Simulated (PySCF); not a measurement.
Cl4Ga (SMILES [Cl][Ga-]([Cl])([Cl])[Cl]), charge -1, singlet, geometry from GFN2-xTB (such geometries of metal compounds can be far from the true shape); R2SCAN/6-31G** (PySCF).

The PySCF input:
```python
from pyscf import gto, scf, dft

mol = gto.Mole()
mol.atom = '''
    Ga    0.000000    0.000000   -0.000000
    Cl    1.712787   -0.599084   -1.193301
    Cl    0.655374    0.491900    2.011226
    Cl   -0.937679    1.739129   -0.901498
    Cl   -1.430483   -1.631945    0.083574
'''
mol.basis = '6-31g**'
mol.charge = -1
mol.spin = 0
mol.verbose = 4
mol.build()

mf = dft.RKS(mol)
mf.xc = 'r2scan'
mf.kernel()
mf.analyze()
```

What the program printed (banner, timings and long lists left out):

```
PySCF version 2.14.0

[INPUT] verbose = 4
[INPUT] num. atoms = 5
[INPUT] num. electrons = 100
[INPUT] charge = -1
[INPUT] spin (= nelec alpha-beta = 2S) = 0
[INPUT] symmetry False subgroup None
[INPUT] Mole.unit = angstrom
[INPUT] Symbol           X                Y                Z      unit          X                Y                Z       unit  Magmom
[...]
nuclear repulsion = 772.378163933999
number of shells = 44
number of NR pGTOs = 299
number of NR cGTOs = 104
basis = 6-31g**
ecp = {}

******** <class 'pyscf.dft.rks.RKS'> ********
method = RKS
initial guess = minao
damping factor = 0
level_shift factor = 0
DIIS = <class 'pyscf.scf.diis.CDIIS'>
diis_start_cycle = 1
diis_space = 8
diis_damp = 0
SCF conv_tol = 1e-09
SCF conv_tol_grad = None
SCF max_cycles = 50
direct_scf = True
direct_scf_tol = 1e-13
XC library pyscf.dft.libxc version 7.1.2
    S. Lehtola, C. Steigemann, M. J. T. Oliveira, and M. A. L. Marques,  SoftwareX 7, 1–5 (2018)
XC functionals = r2scan
    J. W. Furness, A. D. Kaplan, J. Ning, J. P. Perdew, and J. Sun,  J. Phys. Chem. Lett. 11, 8208–8215 (2020)
    J. W. Furness, A. D. Kaplan, J. Ning, J. P. Perdew, and J. Sun,  J. Phys. Chem. Lett. 11, 9248–9248 (2020)
    J. W. Furness, A. D. Kaplan, J. Ning, J. P. Perdew, and J. Sun,  J. Phys. Chem. Lett. 11, 8208–8215 (2020)
    J. W. Furness, A. D. Kaplan, J. Ning, J. P. Perdew, and J. Sun,  J. Phys. Chem. Lett. 11, 9248–9248 (2020)
radial grids:
    Treutler-Ahlrichs [JCP 102, 346 (1995); DOI:10.1063/1.469408] (M4) radial grids

becke partition: Becke, JCP 88, 2547 (1988); DOI:10.1063/1.454033
pruning grids: <function nwchem_prune>
grids dens level: 3
symmetrized grids: False
atomic radii adjust function: <function treutler_atomic_radii_adjust>
small_rho_cutoff = 0
Set gradient conv threshold to 3.16228e-05
Initial guess from minao.
tot grids = 96424
init E= -3765.18951690042
[...]
cycle= 1 E= -3765.40408475124  delta_E= -0.215  |g|= 0.766  |ddm|= 2.82
[...]
cycle= 2 E= -3765.30504570492  delta_E= 0.099  |g|= 1.15  |ddm|= 1.85
[...]
cycle= 3 E= -3765.50871837611  delta_E= -0.204  |g|= 0.102  |ddm|= 1.18
[...]
cycle= 4 E= -3765.51149288414  delta_E= -0.00277  |g|= 0.0185  |ddm|= 0.174
[...]
cycle= 5 E= -3765.51157063792  delta_E= -7.78e-05  |g|= 0.00257  |ddm|= 0.0276
[...]
cycle= 6 E= -3765.51157218233  delta_E= -1.54e-06  |g|= 0.00035  |ddm|= 0.00363
[...]
cycle= 7 E= -3765.5115722259  delta_E= -4.36e-08  |g|= 4.26e-05  |ddm|= 0.000777
[...]
cycle= 8 E= -3765.51157222654  delta_E= -6.37e-10  |g|= 3.24e-06  |ddm|= 8.82e-05
[...]
Extra cycle  E= -3765.51157222654  delta_E= -7.28e-12  |g|= 4.05e-06  |ddm|= 3.38e-06
converged SCF energy = -3765.51157222654
**** SCF Summaries ****
Total Energy =                       -3765.511572226544558
Nuclear Repulsion Energy =             772.378163933998621
One-electron Energy =                -6785.093238735980776
Two-electron Energy =                 2247.203502575438051
Two-electron Coulomb Energy =         2435.566043289377376
DFT Exchange-Correlation Energy =     -188.362540713939438
HOMO-LUMO gap [eV] =                     6.616965452115796
**** MO energy ****
[...]
 ** Mulliken pop on meta-lowdin orthogonal AOs  **
 ** Mulliken pop  **
 ** Mulliken atomic charges  **
charge of    0Ga =      0.50935
charge of    1Cl =     -0.37734
charge of    2Cl =     -0.37733
charge of    3Cl =     -0.37733
charge of    4Cl =     -0.37734

WARN: System has nonzero charge -1; the dipole moment is origin-dependent.
Location of origin: [0. 0. 0.]

Dipole moment(X, Y, Z, Debye): -0.00005,  0.00006,  0.00004
```
